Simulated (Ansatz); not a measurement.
```yaml
crystal:
  periodic: [false, false, false]
  atoms:
    - {symbol: Ga, position_ang: [-0.173999, -0.140543, -0.085300]}
    - {symbol: F, position_ang: [0.152141, 0.106177, 1.919156]}
    - {symbol: H, position_ang: [1.486591, 0.244078, -0.402667]}
    - {symbol: H, position_ang: [-0.865483, 1.249135, -0.442826]}
    - {symbol: H, position_ang: [-0.612487, -1.562767, -0.508527]}
basis:
  gaussian: {orbitals: cc-pVTZ-DK}
total_charge: -1
magnetization: {spin_polarized: true, initial_magnetization: 2}
hamiltonian: {xc: {name: HF}}
correlation: {method: ccsd_t}
scf: {lower_state_search: off}
```

```sh
$ ansatz run in.yaml --threads 4 --pin off --events-out ev --progress --plain --max-ram 3916MiB
```

Output, abridged:

```
Functional definition: HF
691 factors; integrals over basis functions are off by at most 1.2e-3 eV
mean field evaluation 1: about -55597.3912 eV, gradient 3.1e1 eV
mean field evaluation 2: about -55597.4003 eV, gradient 3.1e1 eV
mean field evaluation 4: about -55601.1404 eV, gradient 3.0e0 eV
mean field evaluation 8: about -55601.3909 eV, gradient 1.3e0 eV
mean field evaluation 16: about -55602.1965 eV, gradient 2.8e-4 eV
mean field -55602.19651771 eV, -2043.3430335036 hartree, gradient 2.8e-6 eV, S^2 2.010002; 0 other end points of the search recorded, 0 dependent functions left out
10 core orbitals not correlated: weight in the atoms' cores, before any rotation towards them, 1.000 or more for the frozen orbitals, at most 0.000 for the correlated occupied ones
reference -55602.19651771 eV, -2043.3430335036 hartree; 13, 11 occupied and 92, 94 virtual orbitals, 691 factors
second order -12.26409880 eV of doubles, -0.00000000 eV of singles
cycle   1  -12.07628073 eV  change    1.9e-1 eV  update   1.2e-1
cycle   2  -12.51601180 eV  change   -4.4e-1 eV  update   4.8e-2
cycle   3  -12.66697748 eV  change   -1.5e-1 eV  update   3.5e-2
cycle   4  -12.67468897 eV  change   -7.7e-3 eV  update   1.8e-2
cycle   5  -12.67688098 eV  change   -2.2e-3 eV  update   1.3e-2
cycle   6  -12.68957781 eV  change   -1.3e-2 eV  update   6.4e-3
cycle   7  -12.69320680 eV  change   -3.6e-3 eV  update   4.6e-3
cycle   8  -12.69366276 eV  change   -4.6e-4 eV  update   2.8e-3
cycle   9  -12.69586331 eV  change   -2.2e-3 eV  update   1.8e-3
cycle  10  -12.69561699 eV  change    2.5e-4 eV  update   9.4e-4
cycle  11  -12.69542099 eV  change    2.0e-4 eV  update   7.0e-4
cycle  12  -12.69618751 eV  change   -7.7e-4 eV  update   5.0e-4
cycle  13  -12.69568016 eV  change    5.1e-4 eV  update   3.2e-4
cycle  14  -12.69608100 eV  change   -4.0e-4 eV  update   1.7e-4
cycle  15  -12.69599544 eV  change    8.6e-5 eV  update   9.4e-5
cycle  16  -12.69598882 eV  change    6.6e-6 eV  update   4.9e-5
cycle  17  -12.69599467 eV  change   -5.8e-6 eV  update   3.1e-5
cycle  18  -12.69598765 eV  change    7.0e-6 eV  update   1.7e-5
perturbative correction -0.53434813 eV, -0.0196369315 hartree
Total energy: -55615.42685350 eV, -2043.8292393757 hartree
Relativity: scalar
Checks for a lower state left out: stability, starts, cluster_reference, orbital_swaps, neighbouring_geometries, increment
```

Hardware: 4 threads of Arm Neoverse V2 on a shared host. Wall time 20 s, peak host memory 1 GiB.

DK, ANO-RCC and x2c sets are all-electron and run with scalar relativity unless a key says otherwise. Correlated methods freeze 10 core orbitals; core or outer-core shells of Ga are correlated, in sets that lack core-valence functions. The highest occupied level of an anion often lies above zero with these methods, and sets without diffuse functions describe the outer electron poorly.
